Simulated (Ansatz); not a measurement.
Mulliken charges of F2HOSi, SMILES `O[Si](F)F` radical from r2SCAN/def2-TZVPP in Ansatz (PBE0-D4/def2-TZVP geometry).

```tsv
atom	x (Å)	y (Å)	z (Å)	charge (e)
O1	0.145	1.088	-0.214	-0.348
Si2	-0.087	-0.366	0.479	0.713
F3	1.362	-0.934	0.773	-0.285
F4	-0.797	-1.371	-0.531	-0.289
H5	-0.623	1.583	-0.506	0.208
```

By hand: the dipole of these point charges (1 e Å = 4.8032 D).

Σ q r = (-0.400, 0.352, 0.244) e Å, of length 0.586 e Å = 2.81 D.

How does the dipole of the full density compare? (Estimate.)

Computed: (-0.358, 0.329, 0.013) e Å, 2.34 D; the point charges give 1.20 times that, at 23° from its direction.

Point charges leave out the atoms' own dipoles, such as those of lone pairs, and Mulliken's split depends on the basis, so the two needn't agree.
